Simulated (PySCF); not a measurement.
# Te(2+) (tellurium, charge +2) across methods

[Kr] 4d10 5s2 5p2, high-spin 3P determinant. Computed with PySCF 2.14 in aug-cc-pwCVTZ-DK3 with one added diffuse shell each of s, p, d, f type (11s10p8d5f1g, 125 functions), with the spin-free X2C one-electron Hamiltonian (Gaussian nucleus).

| method | E (hartree) | mean ε 5s α (eV) | mean ε 5s β (eV) | mean ε 5p α (eV) | Σ⟨r²⟩ (bohr²) | ⟨S²⟩ |
| --- | --- | --- | --- | --- | --- | --- |
| PBE0 | -6792.13 | -35.129 | -32.744 | -24.271 | 40.10 | 2.002 |
| r2SCAN | -6792.48 | -33.932 | -31.724 | -23.415 | 40.07 | 2.004 |
| UHF | -6789.66992 | -39.562 | -34.528 | -27.353 | 40.53 | 2.008 |
| PBE | -6792.06 | -33.330 | -31.722 | -22.984 | 40.10 | 2.001 |
| CAM-B3LYP | -6792.84 | -36.729 | -34.442 | -25.539 | 40.17 | 2.002 |
| PBEsol | -6789.04 | -33.405 | -31.765 | -23.008 | 40.03 | 2.001 |
| wB97M-V | -6792.01 | -37.672 | -35.127 | -26.428 | 40.23 | 2.002 |
| LDA | -6786.11 | -33.598 | -32.220 | -23.076 | 40.02 | 2.001 |
